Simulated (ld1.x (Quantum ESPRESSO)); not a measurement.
## Transferability test, TM potential for Rh

rhodium, norm-conserving Troullier–Martins (Kleinman–Bylander form), made with ld1.x (Quantum ESPRESSO) 7.5 (PBE, scalar-relativistic). Core [Ar] 3d10, reference 4s2 4p6 4d8 5s0 5p0 (charge +1). Waves: 4s (bound): rc 1.00 bohr; 4p (bound): rc 1.15 bohr; 4d (bound): rc 1.55 bohr. Local part: all-electron potential smoothed inside 0.75 bohr (lloc = -1). Core correction: Bessel-smoothed model core, default radius (core density twice the valence density).

Energies are relative to the spin-unpolarised reference configuration 4s2 4p6 4d8 5s0 5p0; without spin polarisation the order of configurations can differ from experiment. Not all tests gave a result: 4 of 7 tests not solved or not reliable. Left out of the table: 4s2 4p6 4d8 5s1 5p0 (solver errors, printed error -3.2 eV); 4s1 4p6 4d8 5s1 5p0 (solver errors, printed error -3.8 eV); 4s2 4p6 4d8.5 5s0.5 5p0 (solver errors, printed error -746 meV); 4s2 4p6 4d7 5s1 5p0 (solver errors, printed error -3.7 eV).

```tsv
valence configuration	charge	ΔE all-electron (eV)	error AE − PS (meV)
4s2 4p6 4d7 5s0 5p0	+2	19.511	+0.9
4s2 4p6 4d6 5s0 5p0	+3	52.016	+9.0
4s2 4p6 4d9 5s0 5p0	0	-8.370	+0.3
```

Levels in the configuration 4s2 4p6 4d6 5s0 5p0:

```json
{"level": "4s", "all-electron (eV)": "-118.538", "pseudo (eV)": "-118.491"}
{"level": "4p", "all-electron (eV)": "-86.074", "pseudo (eV)": "-86.039"}
{"level": "4d", "all-electron (eV)": "-39.511", "pseudo (eV)": "-39.493"}
```

Note: ghost state, extra bound levels that the all-electron valence spectrum of the same l lacks: s at -236.2 eV. A true bound ghost makes a file unfit for plane-wave use.
